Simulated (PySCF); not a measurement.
Method: PBE-D3(BJ)/def2-TZVP // PBE0-D3(BJ)/def2-TZVP run with PySCF. All species are isolated molecules in the gas phase. One relaxed conformer stands for a flexible species; it need not be the lowest. 

Reference species (SMILES): `[SiH3][SiH2]CC` (C–C–Si–Si torsion 59°) (neutral, multiplicity 1).

The HOMO–LUMO gap is 6.16 eV and the LUMO is -0.67 eV.

Changed species: `[SiH2](C)[SiH2]C` (C–Si–Si–C torsion 180°).

Q: Predict the effect on the HOMO–LUMO gap and LUMO.

A: the HOMO–LUMO gap drops by 0.32 eV, to 5.84 eV; the LUMO falls by 0.06 eV, to -0.73 eV.
